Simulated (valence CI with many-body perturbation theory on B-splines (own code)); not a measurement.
**Se XIV: key properties**

Method: configuration interaction combined with many-body perturbation theory (CI+MBPT): three valence electrons over a frozen Dirac-Fock core [Ar], a basis of 9 s, 9 p, 10 d, 8 f, 5 g, 3 h, 1 i functions for each j, with the one-electron correlation potential Σ1, the two-electron term Σ2, the three-electron term Σ3, Breit, model QED; selected CI, second order for the rest (own B-spline code, finite nucleus).

No measured levels were compared; by estimate terms of the open shell hold to 2 to 4 % of their energy, and close levels can change places. Core correlation moves these levels by up to 4200 cm⁻¹, and in measured spectra 5 to 20 % of such shifts remained as error; rates that hang on mixing are uncertain with them. Only levels of the ground parity were solved; by the run's estimate the other parity begins above the list, which can be wrong where configurations are misplaced.

Rates and lifetimes use the calculated energies. Strong lines usually hold to 10 to 20 %, long lifetimes can be off by a factor of two.

Problem. What is the ground level?

Solution. 3d3 4F_3/2, composition 98 % 3d3 4F + 2 % 3d3 2D, g = 0.407.

Problem. How well does LS coupling describe the low levels?

Solution. Among the lowest 19 levels the leading LS term, summed over configurations, holds 90 % on average. For single configurations the figures are 90 % in LS and 67 % in jj coupling. Terms mix most in the J = 3/2 level at 53847 cm⁻¹, where the leading one holds 55 %.

Problem. How is the term 4F of the ground level split?

Solution. J = 3/2 at 0.0, J = 5/2 at 3968, J = 7/2 at 8641, J = 9/2 at 13591 cm⁻¹.

Problem. What is the ionisation energy?

Solution. 427.23 eV; NIST lists 426 ± 3 eV (theoretical).
